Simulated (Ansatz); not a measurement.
Reaction (silylene formation by 1,1-elimination): `CO[Si](N)(F)[SiH3]` → `CO[SiH3]` + `N[Si]F`

Program: Ansatz. Geometries: PBE0-D4/def2-TZVP. ΔE: electronic, gas phase. CBS: MP2 limit from def2 TZ/QZ plus the TZ coupled-cluster correction, frozen cores. This one scheme is used for every species. Functionals use def2-TZVPP. One conformer a species, not always the lowest.

CCSD(T)/CBS gives +155.3 kJ/mol.

(1) Another level gave +148.9 kJ/mol. Which?
A. B2PLYP/def2-TZVPP
B. r2SCAN/def2-TZVPP
C. PBE-D4/def2-TZVPP
D. CCSD/def2-TZVPP

Largest T1 diagnostic among the species: 0.014.

Answers

(1) D. CCSD/def2-TZVPP 148.9, PBE-D4 159.2, r2SCAN 168.3, B2PLYP 141.0 kJ/mol.

From PBE to PBE0 (25 % exact exchange), in def2-TZVPP and without D4, ΔE moves by +13.2 kJ/mol. The D4 term adds +18.7 kJ/mol with B3LYP and +10.7 kJ/mol with PBE0; it sums over pairs of atoms, weighted by their polarisabilities, and B3LYP, whose exchange is more repulsive, gets the larger term. In def2-TZVPP, CCSD(T) changes the Hartree–Fock value by +13.4 kJ/mol (the triples alone add +2.2 kJ/mol) and MP2 by +19.2 kJ/mol.

B3LYP here is the variant with VWN-RPA as its local correlation; programs differ in this.
